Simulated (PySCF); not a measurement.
B(CCH)2(OMe) (C5H5BO), SMILES C#CB(C#C)OC. Atoms are numbered in the order given.

```xyz
12

B     -0.0967     0.1929     0.0000
C     -0.1813     1.7253     0.0000
C     -0.2108     2.9423     0.0000
H     -0.2443     4.0162     0.0000
C      1.2824    -0.4937     0.0000
C      2.3816    -1.0180     0.0000
H      3.3549    -1.4736     0.0000
O     -1.2511    -0.5068     0.0000
C     -1.3467    -1.9190     0.0000
H     -1.9066    -2.2371     0.8932
H     -1.9066    -2.2371    -0.8932
H     -0.3559    -2.3994     0.0000
```
Charge 0, spin multiplicity 1.

Coordinates come from a B3LYP-D3(BJ)/def2-SVP optimisation. Other conformers were not sampled.

Two levels are set side by side: PBE/pcSseg-1 (PySCF) and HF/pcSseg-1 (PySCF). GIAO shifts against BF3 (¹¹B), H2O (¹⁷O), TMS (¹H), TMS (¹³C) at the same level; non-relativistic, no solvent, atoms listed together averaged. Differences are taken from unrounded values.

```
quantity               HF
------------------  -----
δ(¹¹B) of B1 (ppm)   15.3
δ(¹⁷O) of O8 (ppm)  124.8
δ(¹³C) of C9 (ppm)   55.1
```

Question: What does PBE give, and how far is it from HF? (An estimate is asked for; the answer gives what the named calculation found.)

Answer: 
```
quantity              PBE  PBE minus HF
------------------  -----  ------------
δ(¹¹B) of B1 (ppm)    9.0          -6.3
δ(¹⁷O) of O8 (ppm)  212.3          87.5
δ(¹³C) of C9 (ppm)   62.9           7.8
```

Rough cost on one machine, each run with all the roots and properties that it gave: HF against PBE within a factor of 2.
